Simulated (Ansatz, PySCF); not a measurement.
System: K2, charge 0, multiplicity 1. SMILES: [K][K]
Geometry: optimised at B3LYP-D3(BJ)/def2-TZVP (Ansatz, a first-principles code).

Wanted: vertical ionisation energy (to the doublet state of charge +1; each state is the SCF solution reached for its spin; for the singlet the Hartree-Fock reference is unstable and T1 is 0.023), in eV. Valence correlation only, unless marked. Open shells are spin-unrestricted. Spin-orbit coupling is left out. The frozen core is the preceding noble-gas configuration, with the filled d and f shells of earlier blocks. The outer core of K, Ca and their heavier congeners is not correlated, a term that matters for these elements. No relativistic terms. 

```json
[
 {"level": "r2SCAN/def2-TZVPD", "program": "Ansatz", "vertical ionisation energy (eV)": "3.87"},
 {"level": "B3LYP/def2-TZVPD", "program": "Ansatz", "vertical ionisation energy (eV)": "4.24"},
 {"level": "PBE0/def2-TZVPD", "program": "Ansatz", "vertical ionisation energy (eV)": "4.08"},
 {"level": "BHLYP/def2-TZVPD", "program": "Ansatz", "vertical ionisation energy (eV)": "4.04"},
 {"level": "CAM-B3LYP/def2-TZVPD", "program": "Ansatz", "vertical ionisation energy (eV)": "4.11"},
 {"level": "CCSD(T)/def2-SVPD", "program": "Ansatz", "vertical ionisation energy (eV)": "3.84"}
]
```

For comparison, minus the highest occupied orbital energy (PySCF): 2.45 eV at TPSS/def2-TZVPD, 2.24 eV at M06-L/def2-TZVPD, 3.39 eV at MN15/def2-TZVPD.
